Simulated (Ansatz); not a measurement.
Job for Ansatz (a quantum-chemistry and plane-wave program): R-PBE/def2-TZVPP on CH5BOS (SMILES CB(O)S), a point of a torsion scan.

Ansatz 0.2 input:
```yaml
crystal:
  periodic: [false, false, false]
  atoms:
    - {symbol: C, position_ang: [-0.72486120, -0.64487370, -0.01373259]}
    - {symbol: B, position_ang: [0.41508256, 0.46620203, 0.06078738]}
    - {symbol: O, position_ang: [0.44044471, 1.54870065, -0.72805835]}
    - {symbol: S, position_ang: [1.79008354, 0.35752707, 1.23427204]}
    - {symbol: H, position_ang: [-0.59584259, -1.45733490, 0.69634882]}
    - {symbol: H, position_ang: [-1.70402401, -0.20378160, 0.17141424]}
    - {symbol: H, position_ang: [-0.76611991, -1.08670840, -1.00910695]}
    - {symbol: H, position_ang: [-0.26117317, 1.66024246, -1.36857048]}
    - {symbol: H, position_ang: [1.43641154, -0.78649313, 1.80709677]}
basis:
  gaussian:
    orbitals: def2-TZVPP
hamiltonian:
  xc: {name: PBE}
scf: {lower_state_search: off}
```

Output:

```
WARN ansatz: RAYON_NUM_THREADS=1 ignored (pool sized by the plan → 1); use --threads N
Functional definition: PBE
these checks for a lower state are left out or cut short: stability, starts, cluster_reference, orbital_swaps, neighbouring_geometries, increment
integrals: 0.11 GiB planned
1079 factors; their error is unknown
mean field: 0.82 GiB planned
mean field evaluation 1: about -14658.8126 eV, gradient 8.1e1 eV
mean field evaluation 2: about -14625.1248 eV, gradient 1.4e2 eV
mean field evaluation 4: about -14671.7994 eV, gradient 1.3e1 eV
mean field evaluation 8: about -14672.1368 eV, gradient 2.8e-1 eV
mean field evaluation 16: about -14672.1211 eV, gradient 3.0e-4 eV
mean field -14672.12114231 eV, -539.1905068589 hartree, gradient 6.4e-6 eV, S^2 0.000000; 0 other end points of the search recorded, 0 dependent functions left out
reference -14672.12118099 eV, -539.1905082804 hartree; 20, 20 occupied and 185, 185 virtual orbitals, 1079 factors
Total energy: -14672.12118099 eV, -539.1905082804 hartree
Checks for a lower state left out: stability, starts, cluster_reference, orbital_swaps, neighbouring_geometries, increment
```

The run converged.

Cost: around 2.5 core-seconds (rough).
